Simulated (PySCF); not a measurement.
These are ωB97X-D3(BJ)/def2-TZVP // PBE0-D3(BJ)/def2-SVP (PySCF) values and carry that method's errors. All species are isolated molecules in the gas phase. One relaxed conformer stands for a flexible species; it need not be the lowest. Excitations are Tamm–Dancoff values on a coarser integration grid. The basis has no diffuse functions, so Rydberg states are missing or too high.

Reference species (SMILES): `[SiH2](F)[Si]([SiH3])([SiH3])[SiH3]` (F–Si–Si–Si torsion 180°) (neutral, multiplicity 1).

```json
{
 "S1 oscillator strength": "0.012",
 "HOMO–LUMO gap": "11.20 eV",
 "HOMO": "-10.29 eV",
 "S1 excitation (TDA)": "6.11 eV"
}
```

Changed species: `[SiH3][Si]([SiH3])([SiH3])[SiH2]S` (Si–Si–Si–S torsion -59°, Si–Si–S–H torsion -180°) (one H of a SiH3 unit replaced by mercapto; the reference has one H of a SiH3 unit replaced by fluoro).

**Question.** What does the change do to the S1 oscillator strength, HOMO–LUMO gap, HOMO and S1 excitation (TDA)?

**Answer.** the S1 oscillator strength drops by 0.012, to 0.000; the HOMO–LUMO gap decreases by 0.06 eV, to 11.14 eV; the HOMO rises by 0.34 eV, to -9.95 eV; the S1 excitation (TDA) decreases by 0.03 eV, to 6.08 eV.
